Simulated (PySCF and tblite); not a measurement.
Values are calculated unless marked as measured or tabulated.
System: C5H12S2, numbered as in [CH3:1][S:2][S:3][CH2:4][CH:5]([CH3:6])[CH3:7].

For the rotation about the S2–S3 bond (torsion C1–S2–S3–C4 from -90° to 101°, rising): electronic barrier 11.58 kcal/mol, zero-point change -0.05 kcal/mol, thermal and entropy terms at 298.15 K a further 0.76 kcal/mol (symmetry numbers apart). The minimum is C1, the saddle C1. The path came from a restrained scan, a climbing-image band and a saddle search at GFN2-xTB; energies are PBE0/pcSseg-1 + D3(BJ)//GFN2-xTB, thermal terms GFN2-xTB. Rate constants are transition-state-theory values, counting equivalent paths, without tunnelling. Run with tblite and PySCF.

(1) How many equivalent paths lead out of the minimum?

(2) Work out the rate at 298.15 K.

## Answers

(1) 1: the symmetry number of the minimum is 1, that of the saddle displaced along its mode 1.

(2) ΔG‡ = 12.29 kcal/mol; k_B T/h = 6.2×10¹² s⁻¹; exp(−ΔG‡/RT) = 9.8×10⁻¹⁰; times 1 gives k = 6050 s⁻¹. Wigner's tunnelling factor for the 121i cm⁻¹ mode would be 1.01.
